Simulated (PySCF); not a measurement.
Mg(Me)(Et) (C3H8Mg), SMILES [CH3][Mg][CH2]C. Atoms are numbered in the order given.

```xyz
12

Mg    -0.0438     0.4323     0.5393
C     -1.1096     1.7888     1.7415
H     -1.8117     1.2762     2.4235
H     -1.7080     2.4963     1.1397
H     -0.4372     2.3966     2.3735
C      1.0257    -0.9355    -0.6737
C      0.2540    -1.5340    -1.8635
H      1.3997    -1.7530    -0.0273
H      1.9400    -0.4314    -1.0424
H     -0.0967    -0.7566    -2.5651
H     -0.6431    -2.0907    -1.5398
H      0.8616    -2.2410    -2.4596
```

The structure is a stationary point at B3LYP-D3(BJ)/def2-SVP. The structure was generated by enumeration; whether it is a known compound was not checked. The values are those of a single conformer.

All values below come from r2SCAN/def2-TZVP run with PySCF.

| Item | Result |
|---|---|
| total energy | -319.12149 hartree |
| highest occupied level | -5.18 eV |
| lowest empty level | -0.75 eV |
| orbital gap | 4.42 eV |
| dipole moment | 0.21 D |
| quadrupole, principal values (traceless, Buckingham form, about the centre of nuclear charge) | -12.32, 5.61, 6.72 D·Å |
| mean static polarisability | 69.2 bohr³ (10.26 Å³) |
| polarisability, principal values | 57.4, 60.2, 90.1 bohr³ |
